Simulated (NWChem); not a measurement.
System: C$_{2}$H$_{6}$O$_{2}$Si; SMILES O[Si@@H]1OCC1

Output (shortened):

```
             Northwest Computational Chemistry Package (NWChem) 7.3.0
             --------------------------------------------------------

                             Geometry "geometry" -> ""
                             -------------------------

 Output coordinates in angstroms (scale by  1.889725989 to convert to a.u.)

  No.       Tag          Charge          X              Y              Z
 ---- ---------------- ---------- -------------- -------------- --------------
    1 O                    8.0000     0.01162200     1.94077800    -0.43234300
    2 Si                  14.0000    -0.05494400     0.54285500     0.44654300
    3 C                    6.0000    -1.11214300    -0.91466700    -0.10760500
    4 C                    6.0000     0.25448300    -1.62381800    -0.22676200
    5 O                    8.0000     1.17122900    -0.57021700     0.12276300
    6 H                    1.0000     0.16361700     1.85886100    -1.37875800
    7 H                    1.0000    -0.13832500     1.02105000     1.84850600
    8 H                    1.0000    -1.79910700    -1.34849000     0.63305900
    9 H                    1.0000    -1.64807900    -0.79968300    -1.06116700
   10 H                    1.0000     0.36365400    -2.46992700     0.47251100
   11 H                    1.0000     0.47526600    -1.99438000    -1.24256100

 Effective nuclear repulsion energy (a.u.)     245.0626341524

  xc_inp: hfexch multiplicative factor not found.

                                 NWChem DFT Module
                                 -----------------

 Summary of "ao basis" -> "ao basis" (spherical)
 ------------------------------------------------------------------------------
       Tag                 Description            Shells   Functions and Types
 ---------------- ------------------------------  ------  ---------------------
 O                           6-31g*                  6       14   3s2p1d
 Si                          6-31g*                  8       18   4s3p1d
 C                           6-31g*                  6       14   3s2p1d
 H                           6-31g*                  2        2   2s

            General Information
            -------------------
          SCF calculation type: DFT
          Wavefunction type:  closed shell.
          No. of atoms     :    11
          No. of electrons :    48
           Alpha electrons :    24
            Beta electrons :    24
          Charge           :     0
          Spin multiplicity:     1
          Use of symmetry is: off; symmetry adaption is: off
          Maximum number of iterations: 150
          AO basis - number of functions:    86
                     number of shells:    44
          Convergence on energy requested:  1.00D-06
          Convergence on density requested:  1.00D-05
          Convergence on gradient requested:  5.00D-04

              XC Information
              --------------
                     Hartree-Fock (Exact) Exchange  1.000

      Superposition of Atomic Density Guess
      -------------------------------------

 Sum of atomic energies:        -516.63591552

      Non-variational initial energy
      ------------------------------

 Total energy =    -519.095789
 1-e energy   =   -1197.931090
 2-e energy   =     433.772667
 HOMO         =      -0.328988
 LUMO         =       0.067813

     ---------------------------------------------
      Total Density - Mulliken Population Analysis
     ---------------------------------------------

[...]

                     NWChem Electrostatic Potential Fit Module
                     -----------------------------------------

 Atom parameters

 Number of atoms is                                   11
 Number of basis functions is                         86

 Grid parameters

 Maximum number of grid points is                  42886
 Number of grid points is                          42885
 Grid range                                     0.300000 nm
 Grid spacing                                   0.020000 nm
 Probe radius                                   0.070000 nm
 Atom radius factor                             1.000000

 Atomic radii

    1    0.100000
    6    0.147000
    8    0.136000
   14    0.187000
 FASTESP  F
  using M.O. file = ./job.movecs

    Atom              Coordinates                           Charge

                                                  ESP

    1 O     0.001162    0.194078   -0.043234   -0.802217
    2 Si   -0.005494    0.054286    0.044654    1.152898
    3 C    -0.111214   -0.091467   -0.010761   -0.682533
    4 C     0.025448   -0.162382   -0.022676    0.579115
    5 O     0.117123   -0.057022    0.012276   -0.689228
    6 H     0.016362    0.185886   -0.137876    0.454534
    7 H    -0.013833    0.102105    0.184851   -0.184150
    8 H    -0.179911   -0.134849    0.063306    0.136426
    9 H    -0.164808   -0.079968   -0.106117    0.144445
   10 H     0.036365   -0.246993    0.047251   -0.057646
   11 H     0.047527   -0.199438   -0.124256   -0.051644
                                            ------------
                                               -0.000000

 Dipole moment                                  1.039398

 Quadrupole moment Qxx                         -5.816710
                   Qyy                         -3.132905
                   Qzz                          8.949615

 RMS deviation kJ/mol                           0.056532

 RRMS %                                        23.041351
```

Level: Hartree-Fock/6-31G* (spherical d). Coordinates come from a PBE0/def2-SVP optimisation.

Q: Reconstruct the input file.

A: This is not unique; one that fits is the input that was run:
```
start job
memory heap 200 mb stack 900 mb global 1100 mb
geometry units angstroms noautosym nocenter noautoz
  O      0.011622     1.940778    -0.432343
  Si    -0.054944     0.542855     0.446543
  C     -1.112143    -0.914667    -0.107605
  C      0.254483    -1.623818    -0.226762
  O      1.171229    -0.570217     0.122763
  H      0.163617     1.858861    -1.378758
  H     -0.138325     1.021050     1.848506
  H     -1.799107    -1.348490     0.633059
  H     -1.648079    -0.799683    -1.061167
  H      0.363654    -2.469927     0.472511
  H      0.475266    -1.994380    -1.242561
end
basis spherical
  * library 6-31g*
end
dft
  xc hfexch
  iterations 150
  mulliken
end
task dft energy
esp
  recalculate
  probe 0.07
  range 0.3
  factor 1.0
  spacing 0.02
end
task esp
```
